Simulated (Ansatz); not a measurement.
Isolated molecules relaxed with PBE0-D4/def2-TZVP in Ansatz; ΔE leaves out vibrations. CBS: MP2 limit from def2 TZ/QZ plus the TZ coupled-cluster correction, frozen cores. DFT in def2-TZVPP. B3LYP here is the variant with VWN-RPA as its local correlation; programs differ in this. For Ge, Se outer-core shells are correlated without core-valence functions, which leaves a few kJ/mol of doubt a bond. Scalar relativity is left out up to krypton. One conformer a species, not always the lowest.

Consider the formal exchange of groups at the Se–Ge bond: `C[O][Ge]([F])([Cl])[SeH]` + `N=C=C(O)F` → `N=C=C(F)[SeH]` + `C[O][Ge]([OH])([F])[Cl]`.

`C[O][Ge]([F])([Cl])[SeH]`:

```xyz
10

C     0.216   -1.505   -0.739
O     0.439   -0.578    0.315
Ge   -0.435    0.934    0.339
F    -0.187    1.662   -1.210
Cl   -2.541    0.637    0.462
Se    0.307    2.260    2.078
H    -0.818   -1.865   -0.741
H     0.446   -1.068   -1.714
H     0.880   -2.352   -0.564
H     1.693    1.876    1.773
```

`N=C=C(O)F`:

Cartesian coordinates in Å:
```
N 1.227 -0.805 -1.253
C 0.523 -0.347 -0.361
C -0.195 0.281 0.535
O -1.489 0.601 0.378
F 0.312 0.538 1.752
H 1.200 -1.825 -1.324
H -1.579 1.557 0.274
```

`N=C=C(F)[SeH]`:

```xyz
7

N    -1.416   -1.395    0.321
C    -0.700   -0.479   -0.043
C     0.107    0.421   -0.552
F    -0.388    1.498   -1.193
Se    1.965    0.182   -0.467
H    -1.769   -1.334    1.275
H     2.201    1.107    0.658
```

`C[O][Ge]([OH])([F])[Cl]`:

Cartesian coordinates in Å:
```
C 0.914 -0.181 -1.371
O -0.033 -0.670 -0.432
Ge -0.558 0.320 0.902
O -1.641 -0.613 1.892
F 0.828 0.791 1.807
Cl -1.494 2.117 0.304
H 0.537 0.703 -1.894
H 1.865 0.065 -0.890
H 1.081 -0.974 -2.100
H -1.499 -1.558 1.782
```

```
             level  ΔE (kJ/mol)  difference from CCSD(T)/CBS
            PBE-D4         -3.2                         12.0
           PBE0-D4         -3.4                         11.8
          B3LYP-D4         -7.7                          7.5
           ωB97X-V        -10.2                          5.0
              PBE0         -3.9                         11.3
    MP2/def2-TZVPP        -25.8                        -10.6
SCS-MP2/def2-TZVPP        -25.3                        -10.1
CCSD(T)/def2-TZVPP        -18.2                         -3.0
SCS-MP2/def2-QZVPP        -24.9                         -9.7
    CCSD/CBS(def2)        -14.2                          1.0
       CCSD(T)/CBS        -15.2                            0
```

Largest T1 diagnostic among the species: 0.014.

In def2-TZVPP, CCSD(T) changes the Hartree–Fock value by −4.6 kJ/mol (the triples alone add −0.9 kJ/mol) and MP2 by −12.2 kJ/mol.
